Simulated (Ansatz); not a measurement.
Geometry optimisation, UKS r2SCANh/def2-SVP (Ansatz).

The input (input.yaml):

```yaml
crystal:
  periodic: [false, false, false]
  atoms:
    - { symbol: Sn, position_ang: [0.004588, -0.001531, -0.097877] }
    - { symbol: H, position_ang: [0.082091, -0.069689, 1.630638] }
    - { symbol: H, position_ang: [1.58775, 0.063244, -0.729626] }
    - { symbol: H, position_ang: [-0.859479, 1.390297, -0.584085] }
    - { symbol: H, position_ang: [-0.793755, -1.39168, -0.683827] }
    - { symbol: "N", position_ang: [0.317287, -0.278616, 3.869053] }
    - { symbol: H, position_ang: [-0.692996, -0.460089, 3.983567] }
    - { symbol: H, position_ang: [0.356314, 0.748063, 3.973957] }
magnetization:
  spin_polarized: true
  initial_magnetization: 1
basis:
  gaussian: { orbitals: def2-SVP }
hamiltonian:
  xc: r2scanh
relax:
  f_tol: 0.03
  max_steps: 50
```

Launched with:

```bash
$ ansatz run input.yaml --threads 2 --pin off --max-ram 3072MiB --backend cpu --events-out ev --progress --plain --runs-dir out
```

**Question.** Where does it end, and by what steps?

**Answer.** The forces met the threshold. The force dipped under the threshold on the way, but the program's further checks kept it going. After 10 steps the energy has fallen by 0.005 eV; H2 moved furthest, 0.17 Å.

```tsv
step	energy less start (eV)	largest force component (eV/Å)	accepted
0	0.0000	0.261	yes
1	-0.0023	0.149	yes
2	-0.0035	0.100	yes
3	0.0012	0.336	no
4	-0.0039	0.029	yes
5	-0.0041	0.032	yes
6	-0.0040	0.045	no
7	-0.0043	0.021	yes
8	-0.0043	0.026	yes
9	-0.0044	0.051	yes
10	-0.0047	0.022	yes
```

```xyz
8
Properties=species:S:1:pos:R:3
Sn 0.030 -0.020 -0.129
H 0.217 -0.159 1.567
H 1.565 0.074 -0.871
H -0.858 1.393 -0.499
H -0.813 -1.379 -0.726
N 0.287 -0.251 3.977
H -0.728 -0.438 4.015
H 0.302 0.780 4.028
```

Whether the end is a true minimum wasn't checked by a vibrational analysis.

Time of the run: 44 s on 2 threads of Arm Neoverse V1 (shared host), peak memory 0.22 GiB.
